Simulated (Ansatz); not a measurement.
Reaction (formal exchange of groups at the Si–N bond): `[OH][AlH][NH][SiH3]` + `F[CH2][AlH][F]` → `[F][AlH][CH](F)[SiH3]` + `[NH2][AlH][OH]`

Isolated molecules relaxed with PBE0-D4/def2-TZVP in Ansatz; ΔE leaves out vibrations. CBS: MP2 limit from def2 TZ/QZ plus the TZ coupled-cluster correction, frozen cores. This one scheme is used for every species. Functionals use def2-TZVPP. One conformer a species, not always the lowest.

| level | ΔE (kJ/mol) |
| --- | --- |
| r2SCAN-D4 | 52.7 |
| MP2/CBS(def2) | 59.1 |

Q: What does CCSD(T)/CBS give? (Estimate.)

A: Computed: +56.3 kJ/mol. The listed levels differ from it by -3.6, 2.8 kJ/mol.

Largest T1 diagnostic among the species: 0.013.

In def2-TZVPP, CCSD(T) changes the Hartree–Fock value by −12.7 kJ/mol (the triples alone add −1.9 kJ/mol) and MP2 by −9.9 kJ/mol. From PBE to PBE0 (25 % exact exchange), in def2-TZVPP and without D4, ΔE moves by +5.8 kJ/mol.
